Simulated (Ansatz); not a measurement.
C8H16 (`CCC1CCCCC1`). The species carries charge 0 and has multiplicity 1. The geometry is a stationary point of PBE0-D4/def2-TZVP. It is one conformer, not always the lowest.

```xyz
24

C    -1.547   -1.017    2.025
C    -0.444    0.031    2.048
C     0.202    0.347    0.700
C    -0.777    0.939   -0.309
C    -0.082    1.321   -1.608
C     0.657    0.133   -2.209
C     1.629   -0.476   -1.208
C     0.925   -0.849    0.089
H    -2.382   -0.715    1.389
H    -1.945   -1.177    3.029
H    -1.184   -1.981    1.661
H    -0.847    0.962    2.464
H     0.342   -0.293    2.740
H     0.965    1.116    0.893
H    -1.562    0.205   -0.529
H    -1.279    1.811    0.126
H    -0.807    1.720   -2.324
H     0.635    2.128   -1.409
H     1.186    0.435   -3.119
H    -0.073   -0.629   -2.511
H     2.119   -1.354   -1.641
H     2.424    0.249   -0.991
H     1.643   -1.258    0.808
H     0.201   -1.647   -0.117
```

(1) What is the dipole moment at B3LYP/def2-TZVPP? (An estimate is asked.)

(2) And with PBE, r2SCAN, ωB97M-V? (Estimate.)

(3) Give the Mulliken charges with B3LYP, ωB97M-V, r2SCAN in def2-TZVPP. (Best estimate.)

Results:

(1) Computed: 0.09 D, with components (0.06, 0.06, -0.01) D in this frame, pointing from negative to positive charge.

(2) Ansatz gave: PBE 0.09 D, r2SCAN 0.08 D, ωB97M-V 0.09 D.

(3) The calculation gave: 
```tsv
atom	B3LYP	ωB97M-V	r2SCAN
C1	-0.27	-0.33	-0.18
C2	-0.11	-0.18	-0.04
C3	0.14	-0.05	0.24
C4	-0.16	-0.21	-0.11
C5	-0.12	-0.20	-0.05
C6	-0.10	-0.19	-0.02
C7	-0.12	-0.20	-0.05
C8	-0.16	-0.21	-0.12
H9	0.07	0.10	0.05
H10	0.08	0.11	0.04
H11	0.07	0.10	0.05
H12	0.05	0.09	0.01
H13	0.05	0.09	0.01
H14	0.02	0.09	-0.02
H15	0.05	0.11	0.02
H16	0.06	0.10	0.03
H17	0.06	0.10	0.02
H18	0.05	0.10	0.01
H19	0.06	0.10	0.02
H20	0.05	0.09	0.01
H21	0.06	0.10	0.02
H22	0.05	0.10	0.01
H23	0.06	0.10	0.03
H24	0.05	0.11	0.02
```

B3LYP here is the variant with VWN-RPA as its local correlation; programs differ in this.
